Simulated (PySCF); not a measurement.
## Static response to an electric field

Compound: C₃H₇ClOSi₂.
Structure used (GFN2-xTB), in Å, numbered top down from 1:
```
atom  x, y, z in Å
C1     1.9793    1.3131    1.6750
C2     1.8614    0.3454    0.9710
Si3    1.6394   -1.1093   -0.1539
O4     0.0390   -1.3386   -0.4073
Si5   -1.4821   -0.8785   -0.6661
C6    -1.6760    0.9622   -0.1911
Cl7   -0.6551    1.9640   -1.2561
H8     2.0869    2.1598    2.2913
H9     2.0597   -2.3476    0.4988
H10    2.2508   -0.8329   -1.4522
H11   -1.7617   -1.0462   -2.0875
H12   -2.3031   -1.6828    0.2355
H13   -1.3457    1.1646    0.8256
H14   -2.6935    1.3261   -0.3054
```

Level: PBE0/def2-SVPD (PySCF), static field, nuclei fixed, core orbitals frozen in the response. The polarisability tensor in these axes (au):

```
x    94.87   4.09   3.71
y     4.09 106.50   6.61
z     3.71   6.61  91.74
```

Question: Give the principal values, the mean and the anisotropy Δα = √{½[(α1 − α2)² + (α2 − α3)² + (α1 − α3)²]}.

Answer: Principal values 88.43, 93.96 and 110.72 au; mean 97.70 au = 14.48 Å³ = 16.11 × 10⁻⁴⁰ C²·m²/J; Δα = 20.11 au (21 % of the mean).

Question: What is the dipole moment, and where does it point?

Answer: (-0.68, -0.16, 1.29) D, 1.46 D in size, pointing from the negative to the positive side. Measured along this direction, the outermost atoms are H10 at the negative end and H12 at the positive end.

Question: Find the Langevin capture rate constant for H3O+ (19.018 u) meeting this molecule (149.972 u), k = 2.342 × 10⁻⁹ cm³/s × √(α in Å³ / reduced mass in u).

Answer: The reduced mass is 16.88 u, so k = 2.17 × 10⁻⁹ cm³/s. The formula leaves out the permanent dipole, which adds to the capture rate.

Question: Along which axes do the principal values lie, and how far do the nuclei extend along each?

Answer: Largest value along (0.31, 0.88, 0.37), where the nuclei span 5.62 Å; middle along (0.88, -0.41, 0.24), 5.89 Å; least along (-0.36, -0.25, 0.90), 3.37 Å. The strongest response doesn't lie along the longest of the three spans.

Question: Refractivity n − 1 of an ideal gas of it at 350 K and 1 atm, from the electronic α?

Answer: N = p/kT = 2.0968 × 10¹⁹ cm⁻³, so n − 1 = 2π × N × 14.48 × 10⁻²⁴ cm³ = 1907 × 10⁻⁶ at long wavelengths, for an ideal gas.

The structure is a single GFN2-xTB conformer in the gas phase; no vibrational or solvent corrections.
